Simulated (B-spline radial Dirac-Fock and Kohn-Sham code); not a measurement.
# Anomalous scattering factors of Ho, 707.1 eV to 4.5109 keV

Method: the dispersion relation over Dirac-Hartree-Slater subshell photoionisation cross sections, with the Kissel-Pratt high-energy constant (isolated atom, no bound-bound lines or fine structure). Computed with an atomic code on a B-spline grid. The forward scattering factor is f₀ + f′ + i f″.

Input file task.json (cfg lists n, l and occupation; rrms is the nuclear radius in fm):

```json
{"items": [{
  "Z": 67,
  "q": 0,
  "cfg": [[1, 0, 2], [2, 0, 2], [2, 1, 6], [3, 0, 2], [3, 1, 6], [3, 2, 10], [4, 0, 2], [4, 1, 6], [4, 2, 10], [4, 3, 11], [5, 0, 2], [5, 1, 6], [6, 0, 2]],
  "A": 165,
  "rrms": 5.2022,
  "do": "dispersion",
  "hv": [707.1, 777.5, 1000.0, 1253.6, 1260.0, 1352.0, 1486.9, 1592.0, 1616.0, 1890.0, 1975.0, 2000.0, 2970.0, 2984.4, 3385.0, 4000.0, 4044.0, 4510.9, 5414.7, 6000.0, 6403.9, 6930.3, 7572.0, 7917.0, 8046.0, 8047.8, 9251.7, 11220.0, 11400.0, 11730.0, 12000.0, 15000.0, 16060.0, 17479.3, 22162.9, 24209.8, 28690.0, 30000.0, 30030.0, 40000.0, 50510.0, 50690.0, 64620.0, 70590.0],
  "edges": {"K": 55618.0, "L1": 9394.0, "L2": 8918.0, "L3": 8071.0, "M1": 2128.0, "M2": 1923.0, "M3": 1741.0, "M4": 1392.0, "M5": 1351.0, "N1": 432.4, "N2": 343.5, "N3": 308.2, "N4": 160.0, "N5": 160.0}
}]}
```

Command: `python xray2_run.py task.json out`

Edges near this range: M1 2128.0 eV, M2 1923.0 eV, M3 1741.0 eV, M4 1392.0 eV, M5 1351.0 eV.

```
hν (eV)  λ (Å)   f′ (e)  f″ (e)  tabulated f′  tabulated f″
  707.1  17.53  -29.464  13.221             –         11.79
  777.5  15.95  -29.068  12.387             –         11.33
   1000  12.40  -29.720  10.163        -30.13          9.80
 1253.6  9.890  -36.358   8.277        -36.91          7.64
   1260  9.840  -36.752   8.236        -37.24          7.60
   1352  9.170  -52.790   8.811        -53.81         19.43
 1486.9  8.338  -33.040  34.549        -34.21         34.36
   1592  7.788  -25.801  31.287        -26.32         30.94
   1616  7.672  -24.876  30.623        -25.16         30.25
   1890  6.560  -17.833  28.599        -18.06         27.71
   1975  6.278  -15.650  28.678        -15.58         27.66
   2000  6.199  -15.001  28.232        -15.02         27.17
   2970  4.175   -5.430  17.404         -5.42         17.06
 2984.4  4.154   -5.385  17.286         -5.38         16.95
   3385  3.663   -4.522  14.445         -4.53         13.94
   4000  3.100   -4.078  11.311         -4.10         10.74
   4044  3.066        ?       ?             ?             ?
 4510.9  2.749   -4.113   9.442         -4.13          8.90
```

Q: What are f′ and f″ at 4044 eV?

A: f′ = -4.071 and f″ = 11.128 electrons (tables: -4.10 and 10.56). By the optical theorem f″ corresponds to a photoabsorption cross section 2 rₑ λ f″ = 192000 b.

Tabulated f′: xraylib 4.2 anomalous scattering factors (Cullen et al., EPDL97); f″: Chantler's tables (J. Phys. Chem. Ref. Data 1995 and 2000). Both are theoretical tables.
